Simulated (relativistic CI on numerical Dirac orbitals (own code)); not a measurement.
# Sc²⁺: L2,3 absorption edge

Computed with this model: Dirac-Coulomb-Breit CI, separate exchange-only KLI orbitals for each configuration, a model potential for QED, valence Slater integrals scaled by 0.9, multiplet model of core-to-valence dipole absorption; configurations [Ar] 3d → [He] 2s2 2p5 3s2 3p6 3d2; 10 K; Lorentzian 0.24 eV and Gaussian 0.3 eV FWHM. Energies are those of the free ion, without screening or charge transfer. The branching ratio is the share of the lower-energy edge in the whole absorption, uncertain by about 0.02 where the edges overlap. S is read from ⟨S²⟩ = S(S + 1).

Field parameters in Wybourne normalisation: Oh B⁴₀ = 21Dq, B⁴₄ = √(5/14) B⁴₀. The field is a parameter set, without covalency.

Peaks in eV (height, largest 100): 399.8 (21), 400.8 (23), 401.6 (19), 402.1 (24), 404.2 (100), 405.9 (35), 406.7 (61), 408.1 (59), 408.6 (50).

**Question.** Which surroundings give this spectrum?
A. Oh, 10Dq = 19600 cm⁻¹
B. Oh, 10Dq = 7350 cm⁻¹
C. Oh, 10Dq = 11400 cm⁻¹
D. Oh, 10Dq = 15500 cm⁻¹

**Answer.** A. Oh, 10Dq = 19600 cm⁻¹, where the ground state has S = 0.50.
